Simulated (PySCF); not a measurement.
SiI2.
SMILES: `I[Si]I`

Method: PySCF, PBE0-D3(BJ)/def2-SVP geometry optimisation, gas phase, def2 core potentials past Kr.

Take the most abundant isotopes and a rigid rotor. 

Question: What are A, B and C (GHz)?

Answer: Ia = 60.19, Ib = 960.30, Ic = 1020.49 u·Å²; 505379 MHz·u·Å²/I gives 8396, 526.3 and 495.2 MHz, that is A = 8.3964, B = 0.5263, C = 0.4952 GHz.

Question: What kind of rotor is it?

Answer: A near-prolate asymmetric top. Ray's parameter κ = (2B − A − C)/(A − C) = -0.992; −1 is the prolate and +1 the oblate limit.

Question: List the rotational levels J(Ka,Kc) to J = 4 (MHz).

Answer: Above 0(0,0):
J = 1: 1(0,1) 1022, 1(1,1) 8892, 1(1,0) 8923
J = 2: 2(0,2) 3064, 2(1,2) 10904, 2(1,1) 10997, 2(2,1) 34607, 2(2,0) 34607
J = 3: 3(0,3) 6129, 3(1,3) 13921, 3(1,2) 14108, 3(2,2) 37671, 3(2,1) 37672, 3(3,1) 77100, 3(3,0) 77100
J = 4: 4(0,4) 10214, 4(1,4) 17945, 4(1,3) 18256, 4(2,3) 41757, 4(2,2) 41759, 4(3,2) 81186, 4(3,1) 81186, 4(4,1) 136385, 4(4,0) 136385
The levels of one J sum to (2J + 1)J(J + 1)(A + B + C)/3.

Question: Which lines would a microwave search look for?

Answer: The dipole components are |μa| = 0.00 D, |μb| = 0.65 D, |μc| = 0.00 D; the symmetry axis of this C2v structure is b, so μa and μc vanish by symmetry and there are no a-type or c-type lines. Some lines, for components of 0.1 D or more:

```
type  branch         J(Ka,Kc)    MHz  lower level (cm⁻¹)
   b       Q  1(1,0) ← 1(0,1)   7901               0.034
   b       Q  3(1,2) ← 3(0,3)   7979               0.204
   b       Q  4(1,3) ← 4(0,4)   8042               0.341
   b       R  1(1,1) ← 0(0,0)   8892               0.000
   b       R  2(1,2) ← 1(0,1)   9882               0.034
   b       Q  4(2,2) ← 4(1,3)  23503               0.609
   b       Q  3(2,1) ← 3(1,2)  23564               0.471
   b       Q  2(2,0) ← 2(1,1)  23610               0.367
   b       Q  2(2,1) ← 2(1,2)  23703               0.364
   b       Q  3(2,2) ← 3(1,3)  23750               0.464
   b       R  2(2,0) ← 1(1,1)  25715               0.297
   b       R  3(2,2) ← 2(1,1)  26675               0.367
   b       R  3(2,1) ← 2(1,2)  26768               0.364
   b       R  4(2,3) ← 3(1,2)  27650               0.471
   b       R  4(2,2) ← 3(1,3)  27837               0.464
   b       Q  3(3,0) ← 3(2,1)  39428               1.257
   b       Q  3(3,1) ← 3(2,2)  39428               1.257
   b       Q  4(3,2) ← 4(2,3)  39428               1.393
   b       R  3(3,1) ← 2(2,0)  42493               1.154
   b       R  3(3,0) ← 2(2,1)  42493               1.154
   b       R  4(3,2) ← 3(2,1)  43514               1.257
   b       R  4(3,1) ← 3(2,2)  43514               1.257
   b       Q  4(4,0) ← 4(3,1)  55199               2.708
   b       Q  4(4,1) ← 4(3,2)  55199               2.708
   b       R  4(4,1) ← 3(3,0)  59285               2.572
   b       R  4(4,0) ← 3(3,1)  59285               2.572
```

Question: Estimate the classical rotational partition function at 10 K, 25 K and 50 K.

Answer: Point group C2v, symmetry number σ = 2; q = (√π/σ)·√((kT/h)³/(ABC)), k/h = 20836.6 MHz/K: 1800 at 10 K, 7120 at 25 K, 20100 at 50 K.

Atoms past krypton carry def2 core potentials. Whether it is a minimum is left open (no frequencies). Constants of a rigid frame at the computed geometry: no zero-point averaging, no centrifugal distortion. Quadrupole hyperfine structure (127I) is left out.
